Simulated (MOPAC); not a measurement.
A run for MOPAC: PM7 on C3H4O (a complex), monomers drawn apart or pushed together.

```
PM7 1SCF PRECISE CHARGE=0 THREADS=1
C3H4O

C      0.44855402 1     0.04749817 1    -0.63770742 1
C     -0.22974511 1    -0.02318858 1     0.34725695 1
H      1.04223418 1     0.10927091 1    -1.51685729 1
H     -0.81984812 1    -0.08466592 1     1.23547585 1
C      0.34216221 1     0.05626591 1     3.50552372 1
O     -0.82483285 1    -0.07614945 1     3.25201251 1
H      1.10553273 1     0.13871950 1     2.70974223 1
H      0.70766651 1     0.10197710 1     4.54786214 1
```

Program output:

```
*******************************************************************************
 **                                                                           **
 **                              MOPAC v23.2.5                                **
 **                                                                           **
 *******************************************************************************
 ** MOPAC's Digital Object Identifier: https://doi.org/10.5281/zenodo.6511958 **
 **                                                                           **
 ** Please cite the open-source release paper for use of this MOPAC version:  **
 ** J. E. Moussa and J. J. P. Stewart (2026)                                  **
 ** MOPAC: An open-source semiempirical molecular orbital program             **
 ** J. Open Source Softw., 11(119), 8025, https://doi.org/10.21105/joss.08025 **
 *******************************************************************************

                              PM7 CALCULATION RESULTS

 *******************************************************************************
 *  PM7        - The PM7 Hamiltonian to be used
 *
 *
 *
 *                 CHARGE ON SYSTEM = 0
 *
 *
 *
 *  PRECISE    - TIGHTER CRITERIA TO BE USED
 *  1SCF       - DO 1 SCF AND THEN STOP
 *  THREADS=1  - MULTI-THREADING NOT USED
 *  T=         - A TIME OF 172800.0 SECONDS REQUESTED
 *  DUMP=N     - RESTART FILE WRITTEN EVERY 7200.0 SECONDS REQUESTED
 *******************************************************************************
PM7 1SCF PRECISE CHARGE=0 THREADS=1
 C3H4O

   ATOM   CHEMICAL          X               Y               Z
  NUMBER   SYMBOL      (ANGSTROMS)     (ANGSTROMS)     (ANGSTROMS)

     1       C          0.44855402  *   0.04749817  *  -0.63770742  *
     2       C         -0.22974511  *  -0.02318858  *   0.34725695  *
     3       H          1.04223418  *   0.10927091  *  -1.51685729  *
     4       H         -0.81984812  *  -0.08466592  *   1.23547585  *
     5       C          0.34216221  *   0.05626591  *   3.50552372  *
     6       O         -0.82483285  *  -0.07614945  *   3.25201251  *
     7       H          1.10553273  *   0.13871950  *   2.70974223  *
     8       H          0.70766651  *   0.10197710  *   4.54786214  *



          CARTESIAN COORDINATES

    NO.       ATOM           X           Y           Z

     1         C          0.4486      0.0475     -0.6377
     2         C         -0.2297     -0.0232      0.3473
     3         H          1.0422      0.1093     -1.5169
     4         H         -0.8198     -0.0847      1.2355
     5         C          0.3422      0.0563      3.5055
     6         O         -0.8248     -0.0761      3.2520
     7         H          1.1055      0.1387      2.7097
     8         H          0.7077      0.1020      4.5479

 General Reference for PM7:
 "Optimization of Parameters for Semiempirical Methods VI: More Modifications to the
 NDDO Approximations and Re-optimization of Parameters", J. J. P. Stewart, J. Mol. Mod., 1:32, 19 (2013)
 https://link.springer.com/article/10.1007/s00894-012-1667-x

           Empirical Formula: C3 H4 O  =     8 atoms



      MOLECULAR POINT GROUP   :   Cs


      RHF CALCULATION, NO. OF DOUBLY OCCUPIED LEVELS = 11


 -------------------------------------------------------------------------------
 PM7 1SCF PRECISE CHARGE=0 THREADS=1
 C3H4O



     1SCF WAS SPECIFIED, SO BFGS WAS NOT USED
     SCF FIELD WAS ACHIEVED


                              PM7 CALCULATION
                                                       MOPAC v23.2.5 Linux




          FINAL HEAT OF FORMATION =         32.27502 KCAL/MOL =     135.03866 KJ/MOL


          COSMO AREA              =        111.37 SQUARE ANGSTROMS
          COSMO VOLUME            =         91.68 CUBIC ANGSTROMS

          IONIZATION POTENTIAL    =         10.511021 EV
          HOMO LUMO ENERGIES (EV) =        -10.511  0.283
          NO. OF FILLED LEVELS    =         11
          MOLECULAR WEIGHT        =         56.0640         POINT GROUP:  Cs

          MOLECULAR DIMENSIONS (Angstroms)

            Atom       Atom       Distance
            H     8    H     3     6.07395
            H     7    H     4     2.01626
            H     3    H     4     0.00126


          SCF CALCULATIONS        =          1





   ATOM   CHEMICAL          X               Y               Z
  NUMBER   SYMBOL      (ANGSTROMS)     (ANGSTROMS)     (ANGSTROMS)

     1       C          0.44855402  *   0.04749817  *  -0.63770742  *
     2       C         -0.22974511  *  -0.02318858  *   0.34725695  *
     3       H          1.04223418  *   0.10927091  *  -1.51685729  *
     4       H         -0.81984812  *  -0.08466592  *   1.23547585  *
     5       C          0.34216221  *   0.05626591  *   3.50552372  *
     6       O         -0.82483285  *  -0.07614945  *   3.25201251  *
     7       H          1.10553273  *   0.13871950  *   2.70974223  *
     8       H          0.70766651  *   0.10197710  *   4.54786214  *

                             CARTESIAN COORDINATES

   1    C        0.448554020     0.047498170    -0.637707420
   2    C       -0.229745110    -0.023188580     0.347256950
   3    H        1.042234180     0.109270910    -1.516857290
   4    H       -0.819848120    -0.084665920     1.235475850
   5    C        0.342162210     0.056265910     3.505523720
   6    O       -0.824832850    -0.076149450     3.252012510
   7    H        1.105532730     0.138719500     2.709742230
   8    H        0.707666510     0.101977100     4.547862140


           Empirical Formula: C3 H4 O  =     8 atoms



      MOLECULAR POINT GROUP   :   Cs


                  EIGENVALUES
 -31.40610 -26.11607 -23.11596 -19.33804 -16.96085 -15.28631 -14.96458 -14.37017
 -11.48798 -11.47752 -10.51102   0.28338   1.75912   1.77682   4.24657   4.69396
   4.87203   5.49181   6.47391   7.20411


              NET ATOMIC CHARGES AND DIPOLE CONTRIBUTIONS

  ATOM NO.   TYPE          CHARGE      No. of ELECS.   s-Pop       p-Pop
    1          C          -0.219243        4.2192     1.14490     3.07434
    2          C          -0.190039        4.1900     1.16172     3.02832
    3          H           0.187254        0.8127     0.81275
    4          H           0.217198        0.7828     0.78280
    5          C           0.210631        3.7894     1.15669     2.63268
    6          O          -0.416908        6.4169     1.87557     4.54134
    7          H           0.107096        0.8929     0.89290
    8          H           0.104012        0.8960     0.89599
 DIPOLE           X         Y         Z       TOTAL
 POINT-CHG.     2.740     0.313     0.980     2.926
 HYBRID        -0.191    -0.022    -0.115     0.224
 SUM            2.549     0.291     0.865     2.707


          ATOMIC ORBITAL ELECTRON POPULATIONS

     Atom    s        px        py        pz
    1  C   1.14490   1.02486   1.01521   1.03428
    2  C   1.16172   1.00722   0.98515   1.03595
    3  H   0.81275
    4  H   0.78280
    5  C   1.15669   0.89412   0.67424   1.06432
    6  O   1.87557   1.30233   1.32808   1.91093
    7  H   0.89290
    8  H   0.89599

 **********************
 *                    *
 * JOB ENDED NORMALLY *
 *                    *
 **********************




 == MOPAC DONE ==
```

The run finished.

Cost: very roughly 0.020 core-seconds.
